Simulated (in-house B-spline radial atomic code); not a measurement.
How numerical settings move a run on the strontium ion Sr²⁺, [Ar] 3d10 4s2 4p6. Computed with an all-electron radial atomic-structure program (B-spline basis): Dirac-Kohn-Sham PBE0, spherical fractional occupations, Fermi nucleus of rms radius 4.224 fm.

Command:
```bash
python run_scf.py task.json out
```
Settings of the sound reference run:
```
Z                38
electrons        36
configuration    [Ar] 3d10 4s2 4p6
hamiltonian      dirac
method           pbe0
spin_polarised   False
nucleus          fermi
rms_radius       4.224
mass_number      88
atomic_mass      87.90561
speed_of_light   137.036
knot_spacing     0.22
spline_order     8
gauss_points     12
box_radius       22.22
max_iterations   70
damping          0.5
damped_steps     3
diis_vectors     10
tolerance        1e-08
start            Thomas-Fermi
```

Cost of the run: 1.9 s on 1 thread of Arm Neoverse N1, with other jobs on the host.

It converges in 9 iterations to -3179.188049 hartree, with 4p3/2 at -38.0662 eV. The other runs change the listed settings, some to values that make no sense; their results aren't properties of the atom or ion. Radii are in bohr (the nuclear one in fm), a minus after a letter asks for a j subshell, and «unchanged» means within 1e-8 hartree. The run stops when the residual is below 10 × tolerance × max(1, Z/10), or a noise floor if that is larger, and the energy moves by less than 1e-8 × √|E| hartree; so very loose and very tight tolerances often act alike.

```tsv
changed settings	outcome
spline_order = 6, gauss_points = 8, max_iterations = 2, damped_steps = 0	not converged after 2 iterations, last residual 1.7e-01, last energy +7.23e-01 hartree from the reference
first_knot = 0.00263	converged in 9 iterations, energy +2.02e-02 hartree from the reference, 4p3/2 level +8.5e-05 eV
knot_spacing = 0.55, first_knot = 0.0263, max_iterations = 75, damping = 0.2	converged in 9 iterations, energy +1.31e+00 hartree from the reference, 4p3/2 level +6.1e-02 eV
max_iterations = 12	converged in 9 iterations, energy unchanged
damping = 0.2	converged in 9 iterations, energy unchanged, 4p3/2 level -1.0e-05 eV
first_knot = 2.63e-05	converged in 9 iterations, energy -1.04e-06 hartree from the reference, 4p3/2 level +6.3e-06 eV
damping = 0.95	converged in 10 iterations, energy unchanged, 4p3/2 level -5.1e-06 eV
box_radius = 2.22, max_iterations = 50, damped_steps = 8	converged in 11 iterations, energy +3.41e+00 hartree from the reference, 4p3/2 level +2.5e+01 eV (the program warns: 4p3/2 reaches the box edge; 3s1/2 reaches the box edge)
first_knot = 0.0263	converged in 9 iterations, energy +6.16e-01 hartree from the reference, 4p3/2 level +2.4e-02 eV
max_iterations = 3	not converged after 3 iterations, last residual 2.9e-02, last energy +2.31e-02 hartree from the reference
first_knot = 0.000263	converged in 9 iterations, energy -1.71e-04 hartree from the reference, 4p3/2 level +9.2e-06 eV
electrons = 39, configuration = [Ar] 3d10 4s2 4p6 5s3, max_iterations = 100	stopped with error: shell 5s holds at most 2 electrons
max_iterations = 5	not converged after 5 iterations, last residual 2.7e-03, last energy +2.08e-04 hartree from the reference
first_knot = 0.00789	converged in 9 iterations, energy +2.04e-02 hartree from the reference, 4p3/2 level +1.7e-03 eV
first_knot = 0.0789	converged in 9 iterations, energy +8.75e+00 hartree from the reference, 4p3/2 level +4.4e-01 eV
```

Question: What happens with max_iterations = 8?

Answer: Not converged after 8 iterations, last residual 1.9e-06, last energy -2.00e-10 hartree from the reference.

Question: What happens with electrons = 37, configuration = [Ar] 3d10 4s2 4p6 5p-1, max_iterations = 100?

Answer: Converged in 10 iterations to -3179.4747 hartree, a different physical problem (warning: 5p1/2 reaches the box edge).

Question: What happens with damping = 0?

Answer: Converged in 10 iterations, energy unchanged, 4p3/2 level -6.1e-06 eV.

Question: What happens with box_radius = 1.33, max_iterations = 60, tolerance = 1e-05?

Answer: Converged in 8 iterations, energy +4.27e+01 hartree from the reference, 4p3/2 level +2.0e+02 eV (the program warns: 4p3/2 has a positive eigenvalue: unbound, held by the box; 4s1/2 has a positive eigenvalue: unbound, held by the box).
